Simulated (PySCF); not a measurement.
C2H8AsGa, charge +1, doublet, geometry from GFN2-xTB (such geometries of metal compounds can be far from the true shape) (a state made from the parent by changing its charge; the spin is typed, not shown lowest). Base run: B3LYP/STO-3G (PySCF).

Geometry (Å):
```xyz
12

Ga     0.5053    -0.7691     0.4286
C      2.1808    -1.0082    -0.7484
H      2.9394    -1.5700    -0.1953
H      2.5738    -0.0218    -1.0176
H      1.9160    -1.5573    -1.6578
C     -0.6639    -1.3296     2.0311
H     -1.4606    -1.9980     1.6889
H     -1.1051    -0.4350     2.4841
H     -0.0474    -1.8519     2.7689
As    -0.8169     1.3355    -0.6807
H     -2.0768     0.5184    -0.5641
H     -0.5491     0.7152    -2.0266
```
Charge +1, spin multiplicity 2.
Orbitals are unrestricted.
All else is at PySCF's defaults.

Each row names what was changed in the base input (with any setting that the change needs).

| change | basis functions | E (Eh) | HOMO (eV) |
|---|---|---|---|
| base | 54 | -4192.70412 | -10.54 |
| basis = jorge-DZP-DKH; relativity = none | 156 | -4231.31042 | -12.34 |
| basis = jorge-DZP-DKH; relativity = spin-free X2C; nucleus = Gaussian (with mol.nucmod = 'G') | 156 | -4285.27071 | -12.26 |
| basis = jorge-DZP-DKH; relativity = spin-free X2C | 156 | -4285.29437 | -12.26 |
| basis = x2c-TZVPall; relativity = spin-free X2C; nucleus = Gaussian (with mol.nucmod = 'G') | 206 | -4285.53337 | -12.23 |
| basis = x2c-SVPall; relativity = spin-free X2C | 132 | -4284.73067 | -12.23 |
| basis = x2c-TZVPall; relativity = none | 206 | -4222.30493 | -12.30 |
| basis = x2c-SVPall; relativity = none | 132 | -4223.76130 | -12.36 |
| basis = x2c-SVPall; relativity = spin-free X2C; nucleus = Gaussian (with mol.nucmod = 'G') | 132 | -4284.71010 | -12.23 |
| basis = x2c-TZVPall; relativity = spin-free X2C | 206 | -4285.55581 | -12.23 |

Totals shift with the method and basis; they matter in differences.

Open shells are given as the SCF converged; they aren't shown to be the lowest states, and a large step between rows can be another state.

Basis sets contracted for a relativistic Hamiltonian are a mismatch without it, so the rows without relativity aren't non-relativistic limits. No row has spin-orbit coupling; sets with core potentials leave out the core electrons.
